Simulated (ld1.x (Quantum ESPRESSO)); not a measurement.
Configuration tests for tellurium (PAW)

```
Element                 : Te (Z = 52)
Generator               : ld1.x (Quantum ESPRESSO) 7.5
Type                    : PAW
Functional              : PW91
Relativity              : scalar-relativistic
Frozen core             : [Ar] 3d10
Valence charge          : 24
Reference configuration : 4s2 4p6 4d10 5s2 5p4
Partial waves           : 4s (bound): rcut 1.00, rcutus 1.30 bohr; 5s (bound): rcut 1.00, rcutus 1.30 bohr; 4p (bound): rcut 1.35, rcutus 1.60 bohr; 5p (bound): rcut 1.35, rcutus 1.60 bohr; 4d (bound): rcut 1.05, rcutus 1.15 bohr; 4d channel at -2.75 Ry: rcut 1.05, rcutus 1.15 bohr
Local potential         : all-electron potential smoothed inside 1.50 bohr (lloc = -2)
Core correction         : a·sin(br)/r model core inside 0.55 bohr
Augmentation charge     : BESSEL, radius 0.80 bohr
```

Energies are relative to the spin-unpolarised reference configuration 4s2 4p6 4d10 5s2 5p4; without spin polarisation the order of configurations can differ from experiment.

```tsv
valence configuration	charge	ΔE all-electron (eV)	error AE − PS (meV)
4s2 4p6 4d10 5s2 5p3	+1	9.785	-2.2
4s2 4p6 4d10 5s2 5p2	+2	27.784	-6.9
4s2 4p6 4d10 5s2 5p1	+3	54.777	-14
4s1 4p6 4d10 5s2 5p4	+1	173.385	-117
4s2 4p6 4d10 5s1 5p5	0	9.281	-0.6
4s2 4p6 4d10 5s1 5p4	+1	19.653	-3.2
4s2 4p6 4d10 5s0 5p6	0	18.757	-1.4
```
